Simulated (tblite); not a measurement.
Species: C3H6NSi (doublet state).
SMILES: `C1=NC[SiH]C1`

All values are computed: GFN2-xTB (tblite) harmonic vibrations without scaling, gas phase. This tight-binding method is rough: wavenumbers can miss measured ones by several per cent, in bad cases by 10 to 20. Modes of hydrogen on silicon can be 10 to 20 % off. Open shells enter through the occupations alone, without spin polarisation, and single modes of such species can be off by tens of per cent.

Harmonic wavenumbers (cm⁻¹): 78.2, 382.2, 426.6, 491.2, 538.2, 638.5, 709.0, 725.0, 744.8, 822.4, 852.9, 956.5, 1006.8, 1057.8, 1132.1, 1181.3, 1209.1, 1285.6, 1442.3, 1451.2, 1729.3, 2209.8, 2936.3, 2953.9, 2966.9, 2981.4, 3027.4.

A = 6508, B = 4743, C = 2889 MHz; mass 84.027 u (most abundant isotopes); point group C1, symmetry number 1; spin multiplicity 2.

What is the zero-point energy?

Half the sum of the wavenumbers: 17968 cm⁻¹ = 51.37 kcal/mol.

What is S at 350 K and 1 bar for an ideal gas of classical rigid rotors and harmonic oscillators?

Translation 40.02, rotation 26.17, vibration 11.64, spin (R ln 2) 1.38: S = 79.2 cal/(mol K).

And Cp and H(350 K) − H(0)?

Cp = 25.18 cal/(mol K), of which vibrations give 17.23 (their classical limit is 27 R = 53.7); H(350 K) − H(0) = 5.22 kcal/mol without the zero-point energy, 2.44 from vibrations.

Blend soft modes into free rotors: weight 1/[1 + (100 cm⁻¹/ν̃)⁴] for the oscillator and the rest for a rotor with moment μB/(μ + B), μ = h/(8π²ν), B = 10⁻⁴⁴ kg m². What vibrational entropy results?

10.92 cal/(mol K) in place of 11.64, which changes −T·S at 350 K by +0.25 kcal/mol.

How do the functions run with temperature in this model?

```json
{"T (K)": "100", "S (cal/(mol K))": "59.6", "Cp (cal/(mol K))": "10.3", "H − H(0) (kcal/mol)": "0.91", "G − H(0) (kcal/mol)": "-5.05", "ln q(vib)": "0.40"}
{"T (K)": "200", "S (cal/(mol K))": "68.1", "Cp (cal/(mol K))": "15.4", "H − H(0) (kcal/mol)": "2.17", "G − H(0) (kcal/mol)": "-11.45", "ln q(vib)": "1.04"}
{"T (K)": "300", "S (cal/(mol K))": "75.6", "Cp (cal/(mol K))": "22.0", "H − H(0) (kcal/mol)": "4.04", "G − H(0) (kcal/mol)": "-18.63", "ln q(vib)": "1.87"}
{"T (K)": "500", "S (cal/(mol K))": "89.6", "Cp (cal/(mol K))": "33.0", "H − H(0) (kcal/mol)": "9.62", "G − H(0) (kcal/mol)": "-35.17", "ln q(vib)": "3.97"}
{"T (K)": "800", "S (cal/(mol K))": "107.5", "Cp (cal/(mol K))": "43.0", "H − H(0) (kcal/mol)": "21.16", "G − H(0) (kcal/mol)": "-64.83", "ln q(vib)": "7.47"}
{"T (K)": "1000", "S (cal/(mol K))": "117.6", "Cp (cal/(mol K))": "47.2", "H − H(0) (kcal/mol)": "30.20", "G − H(0) (kcal/mol)": "-87.35", "ln q(vib)": "9.76"}
```

q(vib) and H(0) count from the zero-point level.

Which modes carry the vibrational entropy at 350 K?

78.2 cm⁻¹: 4.25; 382.2 cm⁻¹: 1.28; 426.6 cm⁻¹: 1.11; 491.2 cm⁻¹: 0.90; 538.2 cm⁻¹: 0.77; 638.5 cm⁻¹: 0.56 cal/(mol K); the other 21 give 2.77 together.

Hindered rotation and anharmonicity are outside this model. The structure is chiral; the term R ln 2 for an equal mix with its mirror image is left out.
